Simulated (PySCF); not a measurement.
Species: SbSbSbSb tetrahedron, Sb4.
Cartesian coordinates in Å at the PBE0-D3(BJ)/def2-SVP level; atoms count from 1:
```xyz
4
Sb4 angstrom
Sb    -1.441    0.545   -0.747
Sb    -0.368   -1.129    1.268
Sb     0.900    1.322    0.642
Sb     0.992   -0.828   -1.194
```

Level of theory: PySCF 2.14.0, density-fitted response routines, TDDFT wB97X-D/def2-SVPD, vertical, gas phase, core orbitals frozen in the response, def2 core potentials past Kr. Spin–orbit coupling is left out.

Ground-to-excited transition dipoles (e·a0, same axes as the geometry; the sign carries no meaning), for the states with f of 0.002 or more among the lowest 9:

```json
{"state": "S7", "E (eV)": "3.946", "μx": "0.167", "μy": "-0.108", "μz": "-0.217"}
{"state": "S8", "E (eV)": "3.949", "μx": "0.025", "μy": "0.271", "μz": "-0.113"}
{"state": "S9", "E (eV)": "3.952", "μx": "-0.239", "μy": "-0.045", "μz": "-0.158"}
```

**Question.** What oscillator strength does each state have?

**Answer.** f = (2/3) ΔE |μ|² with ΔE in hartree (27.2114 eV).

```json
{"state": "S7", "|μ|² (au)": "0.087", "|μ| (D)": "0.75", "f": "0.008"}
{"state": "S8", "|μ|² (au)": "0.087", "|μ| (D)": "0.75", "f": "0.008"}
{"state": "S9", "|μ|² (au)": "0.084", "|μ| (D)": "0.74", "f": "0.008"}
```

**Question.** The point group is Td. Which irreducible representation does each state belong to?

**Answer.** Every allowed level is T2, three states with equal energy: S7/S8/S9.

S7/S8/S9 coincide within about 0.01 eV; within a degenerate level the directions of the single components are arbitrary.

The vertical ionisation energy (ΔSCF) is 7.83 eV, 3.88 eV above S9.

On one thread of an Arm Neoverse V2, shared host with 96 logical CPUs at a one-minute load of 18, this took 37 s wall (grids of density and orbitals included) and 0.75 GiB of memory at its peak.
